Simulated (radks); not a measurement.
The numbers below are computed, except where a source is named.
Fractional charge and spin in the 3p shell of copper: the spin-up occupation runs from 2 to 3 and the spin-down occupation from 2 to 3; the fullest corner is Cu+, [Ne] 3s2 3d10 3p(up 3, down 3). Level of theory: scalar-relativistic Kohn-Sham, PBE, spin-polarised, spherical densities, finite nucleus; Fermi nuclear charge, rms radius of each element as measured or else 0.836 A^(1/3) + 0.57 fm (a radial shooting solver on a logarithmic mesh with Libxc functionals). Energy (eV) minus the two flat planes that join the four corners (they meet along the diagonal where the two added fractions sum to one electron); zero is where a piecewise linear energy would lie.

down \ up       2     2.5       3
2           0.000  -2.549   0.000
2.5        -2.549   0.383  -2.154
3           0.000  -2.154   0.000

Corners above the fullest one (they belong to Cu2+ and the next ion): (up 3, down 2) 89.037 eV, (up 2, down 3) 89.037 eV, (up 2, down 2) 198.49 eV. With half an added electron in each spin the energy lies 0.383 eV from the planes, and with half an added electron in spin up alone -2.549 eV. The planes are only a guide here: the flat-plane condition holds for ground states with one frontier orbital, while this shell lies below other occupied shells, so the corners above the fullest one are inner-hole states and not the ground states of those ions.
